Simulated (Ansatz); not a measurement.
`[Cl][GeH2][GeH2][Cl]` + HI → `[Cl][GeH2][I]` + `[Cl][GeH3]` at 700 K and 1 bar (cleavage of the Ge–Ge bond).

Gas-phase electronic energies from Ansatz, PBE0-D4/def2-TZVP geometries. CCSD(T)/CBS adds triple-zeta CCSD(T) − MP2 to the extrapolated MP2 energy (def2 sets, frozen cores). Elements past krypton have def2 core potentials. For Ge, I outer-core shells are correlated without core-valence functions, which leaves a few kJ/mol of doubt a bond. Scalar relativity is left out up to krypton. One conformer a species, not always the lowest.

```
               species  CCSD(T)/CBS energy (Eh)  H − E (kJ/mol)  S (J/(mol·K))
`[Cl][GeH2][GeH2][Cl]`              -5074.26693           165.8          489.5
                    HI               -298.03592            34.6          231.7
       `[Cl][GeH2][I]`              -2834.60434            95.1          395.0
          `[Cl][GeH3]`              -2537.71925           104.5          321.9
```

H − E and S are ideal-gas, rigid-rotor, harmonic terms from PBE0-D4/def2-TZVP, for one conformer and one mirror image of each species. 1 Eh = 2625.50 kJ/mol, R = 8.31446 J/(mol·K).

Q: By hand: ΔE, ΔH, ΔS and ΔG.

A: ΔE = (-2834.60434) + (-2537.71925) − (-5074.26693) − (-298.03592) = -0.02074 Eh = -54.5 kJ/mol. Δ(H − E) = 95.1 + 104.5 − 165.8 − 34.6 = -0.8, so ΔH = -55.3 kJ/mol. ΔS = 395.0 + 321.9 − 489.5 − 231.7 = -4.3 J/(mol·K). ΔG = -55.3 − 700 × (-4.3)/1000 = -52.3 kJ/mol.

Q: By hand: the equilibrium constant, and the temperature at which ΔG would vanish if ΔH and ΔS stayed fixed.

A: log₁₀ K = −ΔG/(RT ln 10) = 3.9. ΔG = 0 at ΔH/ΔS = 12860 K, far beyond where these terms or the molecules hold.

The number of gas molecules stays the same, so ΔS is small and ΔH decides. A doubt of 5 kJ/mol in ΔE shifts log₁₀ K by 0.4 here. Other conformers and mirror images would add mixing entropy, several J/(mol·K) or more a flexible species. Modes under 60 cm⁻¹, often nearly free rotors, make the harmonic entropy too high. These are equilibria of isolated gas molecules and say nothing of rates. Largest T1 diagnostic: 0.010 (customary marks: 0.02 for closed shells, 0.045 for open ones).
